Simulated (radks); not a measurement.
The numbers below are computed, except where a source is named.
Q: Valence configurations of Zr II (all share [Kr]). Code: a radial shooting solver on a logarithmic mesh with Libxc functionals. Model: scalar-relativistic Kohn-Sham, PBE, spin-polarised, spherical densities, finite nucleus; open shells are filled with parallel spins first (spin-orbit coupling, left out, can overturn this in heavy ions); Fermi nuclear charge, rms radius 4.2694 fm. Order these by energy: 4d1.5 5s1 5p0.5; 4d3; 4d1.5 5s1.5; 4d1 5s2; 4d1 5s1 5p1; 4d2 5p1; 4d0.5 5s0.5 5p2; 4d2.5 5s0.5; 4d0.5 5s1.5 5p1; 4d2 5s1.

A: From the lowest, in eV above it: 4d2 5s1 0.000; 4d2.5 5s0.5 0.031; 4d3 0.233; 4d1.5 5s1.5 0.840; 4d1 5s2 1.633; 4d1.5 5s1 5p0.5 2.166; 4d2 5p1 3.879; 4d1 5s1 5p1 4.692; 4d0.5 5s1.5 5p1 6.151; 4d0.5 5s0.5 5p2 9.774. NIST lists [Kr] 4d2 5s1 as the ground configuration; this level of theory agrees among the configurations tried. The energies are those of spherical high-spin densities, not of single terms.
